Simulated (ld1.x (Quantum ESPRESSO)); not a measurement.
hydrogen: one change to an ultrasoft potential, before and after

H (Z = 1), ultrasoft, made with ld1.x (Quantum ESPRESSO) 7.5 (LDA (PZ), scalar-relativistic). Core none, reference 1s1. Waves: 1s (bound): rcut 0.60, rcutus 0.75 bohr; 1s channel at 2.1 Ry: rcut 0.60, rcutus 0.75 bohr. Local part: all-electron potential smoothed inside 0.60 bohr (lloc = -1). Core correction: none. Augmentation charge: PSQ, radius 0.65 bohr.

Change: waves 1s (bound): rcut 0.46, rcutus 0.58 bohr; 1s channel at 2.1 Ry: rcut 0.46, rcutus 0.58 bohr; local potential all-electron potential smoothed inside 0.46 bohr (lloc = -1); augmentation PSQ, radius 0.50 bohr.

Cutoffs: the cutoffs (Ry, on a coarse ladder) from which the occupation-weighted sum of valence levels, in a spherical-Bessel basis at the reference potential, stays within 10 and 1 mRy of its value at 400 Ry; they do not see the model core or the augmentation charge, which bear on the density cutoff. Errors are all-electron minus pseudo energies relative to the spin-unpolarised reference configuration.

**Question.** What does the change do?

**Answer.** The potential gets harder (25 Ry and 50 Ry → 30 Ry and 80 Ry); the errors of the 3 common tests hardly move; neither file shows a bound ghost. A smaller radius makes the pseudo-wave follow the all-electron one further in, where it bends more sharply, so more plane waves are needed.

| quantity | base | changed |
| --- | --- | --- |
| cutoff, loose | 25 Ry | 30 Ry |
| cutoff, tight | 50 Ry | 80 Ry |
| bound ghosts | none | none |
| error for 1s0.5, meV [ΔE 4.64 eV] | 0.0 | -0.1 |
| error for 1s1 (spin-polarised), meV [ΔE -0.90 eV] | 0.0 | 0.0 |
| error for 1s0.5 (spin-polarised), meV [ΔE 4.26 eV] | -0.1 | 0.0 |
| lowest overlap eigenvalue by channel | s 0.99 | s 0.99 |
